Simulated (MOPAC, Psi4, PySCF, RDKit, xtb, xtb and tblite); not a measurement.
Two geometries of CH9BO3Si2, SMILES OB(O)C[SiH2]O[SiH3], relaxed at GFN2-xTB with one dihedral held; other torsions can differ between them too.

Structure A

```
16

O      0.8303    -1.8321     0.1104
B      1.4563    -0.6279    -0.0348
O      2.5405    -0.4015     0.7377
C      1.0099     0.4934    -1.0688
Si     1.8019     2.1749    -0.6848
O      1.5800     2.5592     0.8765
Si     1.6559     2.1074     2.4314
H      0.0681    -1.9878    -0.4438
H      2.7626    -1.1191     1.3330
H     -0.0780     0.5835    -1.0872
H      1.2951     0.1917    -2.0773
H      3.2386     2.1662    -0.9583
H      1.0969     3.2533    -1.3833
H      0.6982     1.0263     2.6736
H      1.2588     3.3305     3.1287
H      3.0184     1.7018     2.7652
```

Structure B

```
16

O      1.3309    -1.6050     0.3962
B      1.8407    -0.4295    -0.0617
O      2.9409     0.0642     0.5499
C      1.2021     0.3818    -1.2769
Si    -0.6836     0.5393    -1.2096
O     -1.2587    -0.9685    -0.9542
Si    -2.3839    -2.1201    -0.7660
H      0.5178    -1.8798    -0.0267
H      3.2601    -0.4829     1.2691
H      1.4656    -0.1346    -2.2028
H      1.6505     1.3702    -1.3473
H     -1.1647     1.3607    -0.0968
H     -1.2437     0.9873    -2.4874
H     -1.8986    -3.2409    -1.5705
H     -3.6746    -1.6226    -1.2362
H     -2.4093    -2.4301     0.6626
```

Problem. Which is lower in energy at the level Psi4 with PBE0-D3(BJ)/def2-SVP // GFN2-xTB, and by how much?

Solution. B is lower, by 5.24 kJ/mol (dihedral O1–B2–C4–Si5: 165° in A, 45° in B).

E(B) − E(A) in kJ/mol at the other levels, on the same two geometries: GFN2-xTB (xtb and tblite) -5.38; PBE0/def2-SVP // GFN2-xTB (Psi4) -7.01; PBE/def2-SVP // GFN2-xTB (Psi4) -7.85; PBE-D3(BJ)/def2-SVP // GFN2-xTB (Psi4) -6.07; UFF // GFN2-xTB (RDKit) 47.59; PM6, restricted, heats of formation // GFN2-xTB (MOPAC) -16.18; PM7, restricted, heats of formation // GFN2-xTB (MOPAC) -4.85; GFN1-xTB // GFN2-xTB (xtb) 1.98; restricted B3LYP/6-31G*, spherical d, density fitting // GFN2-xTB (PySCF) -8.41; restricted Hartree-Fock/6-31G*, spherical d, density fitting // GFN2-xTB (PySCF) -6.28; restricted B3LYP/LANL2DZ, with its core potentials past Ne // GFN2-xTB (PySCF) -18.53; restricted LDA (SVWN5)/6-31G*, spherical d, density fitting // GFN2-xTB (PySCF) -5.32.
